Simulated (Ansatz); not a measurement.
The lowest singlet and triplet of CHF (SMILES [CH]F); geometries from B3LYP-D3(BJ)/def2-TZVP, each state relaxed from the structure named, with no frequency check.
Singlet (charge 0, multiplicity 1):
```json
[
 {"atom": "C", "x (Å)": "-0.5741", "y (Å)": "0.4428", "z (Å)": "0.0000"},
 {"atom": "F", "x (Å)": "0.5340", "y (Å)": "-0.2553", "z (Å)": "0.0000"},
 {"atom": "H", "x (Å)": "-1.3614", "y (Å)": "-0.3588", "z (Å)": "0.0000"}
]
```

A positive gap puts the triplet lower; no zero-point energy. R- takes a restricted singlet. U- takes an unrestricted singlet (broken symmetry where lower, unprojected). The triplet is unrestricted in single-reference levels. Active spaces average the two states.

Frozen-core correlation.

Run with Ansatz (a program for electronic structure). Values without a source in brackets are computed.

```tsv
level	gap E(singlet) − E(triplet), vertical, at the singlet's geometry (kJ/mol)
U-HF/cc-pVDZ (spin-contaminated)	-29.6
R-SVWN5/def2-TZVPP	___
R-PBE/def2-TZVPP	___
R-SCS-MP2/cc-pVDZ	-86.2
R-CCSD(T)/cc-pVQZ	-90.7
U-CCSD(T)/cc-pVQZ (spin-contaminated)	-88.0
SC-NEVPT2 on SA-CASSCF(2,2)/cc-pVQZ	-85.2
FIC-NEVPT4(SD) on SA-CASSCF(2,2)/cc-pVQZ	-89.0
FIC-MRCISD+Q on SA-CASSCF(2,2)/cc-pVQZ	-90.1
```

**Question.** Complete the blanks.

**Answer.** 
- R-SVWN5/def2-TZVPP, gap E(singlet) − E(triplet), vertical, at the singlet's geometry (kJ/mol): -70.9
- R-PBE/def2-TZVPP, gap E(singlet) − E(triplet), vertical, at the singlet's geometry (kJ/mol): -66.2

Doubts at one or more of the structures used: a restricted determinant that unrestricted orbitals would lower (R-PBE/def2-TZVPP, R-SCS-MP2/cc-pVDZ, R-CCSD(T)/cc-pVQZ); T1 above 0.05 (U-CCSD(T)/cc-pVQZ (spin-contaminated)).
